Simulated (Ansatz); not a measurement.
`C[SiH2][SiH2]C` → `C[SiH2]C` + `[SiH2]`  (silylene formation by 1,1-elimination)

Gas-phase electronic energies from Ansatz, PBE0-D4/def2-TZVP geometries. CCSD(T)/CBS is the MP2 limit (def2-TZVPP, def2-QZVPP) plus CCSD(T) − MP2 in def2-TZVPP, frozen cores. This one scheme is used for every species. Functionals use def2-TZVPP. B3LYP here is the variant with VWN-RPA as its local correlation; programs differ in this. One conformer a species, not always the lowest.

(1) Is it downhill or uphill in electronic energy at CCSD(T)/CBS, and by how much? (Estimate.)

(2) What do these levels give: PBE-D4, r2SCAN-D4, PBE0-D4, B3LYP-D4, ωB97X-V, ωB97M-V, PBE0, MP2/def2-TZVPP, SCS-MP2/def2-TZVPP, CCSD/def2-TZVPP, HF/def2-QZVPP, SCS-MP2/def2-QZVPP? (Best estimate.)

Largest T1 diagnostic among the species: 0.014.

Answers

(1) Computed: Uphill: ΔE = +55.4 kcal/mol.

(2) Ansatz gave: PBE-D4 59.2, r2SCAN-D4 61.1, PBE0-D4 60.4, B3LYP-D4 54.7, ωB97X-V 58.1, ωB97M-V 53.4, PBE0 58.5, MP2/def2-TZVPP 57.3, SCS-MP2/def2-TZVPP 54.2, CCSD/def2-TZVPP 52.4, HF/def2-QZVPP 48.7, SCS-MP2/def2-QZVPP 55.2 kcal/mol.

The D4 term adds +3.3 kcal/mol with B3LYP and +1.8 kcal/mol with PBE0; it sums over pairs of atoms, weighted by their polarisabilities, and B3LYP, whose exchange is more repulsive, gets the larger term. From PBE to PBE0 (25 % exact exchange), in def2-TZVPP and without D4, ΔE moves by +1.4 kcal/mol.
